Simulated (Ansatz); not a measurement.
Frontier orbitals of `[CH3][Zr]([CH3])([CH3])[F]`.

Cartesian coordinates in Å:
```
C 1.418 -0.992 1.160
Zr -0.343 0.172 0.495
C 0.352 1.961 -0.609
C -1.513 -1.087 -0.902
F -1.416 0.679 1.984
H 1.357 -1.298 2.210
H 2.340 -0.409 1.037
H 1.521 -1.901 0.553
H -0.190 2.052 -1.560
H 0.199 2.892 -0.051
H 1.421 1.885 -0.845
H -2.575 -0.816 -0.927
H -1.121 -0.991 -1.922
H -1.448 -2.147 -0.623
```

The species carries charge 0 and has multiplicity 1. Correlated methods include outer-core shells of Zr, which these sets cover unevenly. Zr takes the def2 core potential. All single points use the PBE0-D4/def2-TZVP geometry. Basis def2-TZVPP, Ansatz 0.2.0.

```
functional  HOMO (eV)  LUMO (eV)  gap (eV)
       PBE      -6.31      -1.90      4.41
      BLYP      -6.19      -1.80      4.39
    r2SCAN      -6.58      -1.63      4.95
    B97M-V      -6.67      -1.62      5.05
      PBE0      -7.64      -0.92      6.72
     B3LYP      -7.41      -1.19      6.22
   r2SCAN0      -7.83      -0.77      7.06
   ωB97X-V     -10.08       1.31     11.39
   ωB97M-V      -9.96       0.80     10.76
```

From PBE to PBE0 the HOMO moves by −1.33 eV and the LUMO by +0.98 eV, and with ωB97M-V by −3.65 and +2.70 eV, so the gap grows from 4.40 to 10.75 eV with exact exchange. A positive LUMO is unbound and depends on the basis.

B3LYP here is the variant with VWN-RPA as its local correlation; programs differ in this.
